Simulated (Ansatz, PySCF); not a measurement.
Noncovalent pair: SiH4 (SMILES [SiH4]) (first 5 atoms) with C3H4 (SMILES C=C=C); geometry from B3LYP-D3(BJ)/def2-TZVP, rigid monomers moved along the line of their centres of mass till Si1···C6 is 4.14 Å.
(charge 0, multiplicity 1):
```xyz
12

Si    -0.1806    -0.0308     0.1096
H     -0.6413    -1.4251     0.2873
H     -1.0414     0.8864     0.8881
H     -0.2671     0.3286    -1.3262
H      1.2230     0.0972     0.5575
C      0.1427    -1.2530     4.0533
C      0.1773     0.0277     4.2758
C      0.2099     1.3098     4.4850
H      1.0258    -1.7916     3.7294
H     -0.7697    -1.8232     4.1839
H      0.4514     1.7165     5.4602
H     -0.0044     2.0120     3.6876
```

Monomers are frozen at their geometry in the pair; levels with a basis set take the counterpoise correction.

Cores are frozen in the correlated methods.

Codes used: Ansatz (an electronic-structure program); PySCF for the dispersion terms. Values without a source in brackets are computed.

PBE/def2-TZVPPD gives -2.3 kJ/mol for the interaction energy.

**Question.** How do the other levels lie against it? Give each less PBE: PBE-D3(BJ)/def2-TZVPPD, r2SCAN/def2-TZVPPD, B3LYP/def2-TZVPPD, wB97M-V/def2-TZVPPD, MP2/aug-cc-pV(D+d)Z, CCSD(T)/aug-cc-pV(D+d)Z.

**Answer.** PBE-D3(BJ)/def2-TZVPPD -4.1; r2SCAN/def2-TZVPPD -1.1; B3LYP/def2-TZVPPD 2.7; wB97M-V/def2-TZVPPD -2.8; MP2/aug-cc-pV(D+d)Z -2.7; CCSD(T)/aug-cc-pV(D+d)Z -2.4 kJ/mol. 1 of 6 lie above PBE; the widest gap is to PBE-D3(BJ)/def2-TZVPPD.
